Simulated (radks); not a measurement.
Question: Species: Nb3+. Configuration: [Kr] 4d2. Method: scalar-relativistic Kohn-Sham, Wu-Cohen GGA, spin-polarised, spherical densities, finite nucleus; open shells are filled with parallel spins first (spin-orbit coupling, left out, can overturn this in heavy ions); Fermi nuclear charge, rms radius 4.324 fm; computed with a radial shooting solver on a logarithmic mesh with Libxc functionals. Some entries of the table are withheld. Estimate them.

orbital  occ.  eigenvalue (hartree)  <r> (bohr)
1s down     1             -692.2139     0.03610
1s up       1             -692.2136     0.03610
2s up       1             -97.82277      0.1581
2s down     1             -97.81426      0.1581
2p up       3             -87.49511      0.1377
2p down     3             -87.48875      0.1377
3s up       1             -17.27242      0.4434
3s down     1             -17.26733      0.4434
3p up       3             -13.89624      0.4459
3p down     3             -13.89063      0.4459
3d up       5              -8.37086      0.4330
3d down     5              -8.36258      0.4329
4s up       1              -3.29009       1.148
4s down     1              -3.23978       1.143
4p up       3              -2.39969       1.274
4p down     3              -2.34294       1.268
4d up       2              -1.15159       1.705
4d down     0              -1.08623       1.707
5s up       0                   (1)       2.777
5s down     0                   (2)       2.802
5p up       0              -0.73893       3.223

Answer: 
(1) 5s up eigenvalue (hartree): -0.95267
(2) 5s down eigenvalue (hartree): -0.90006
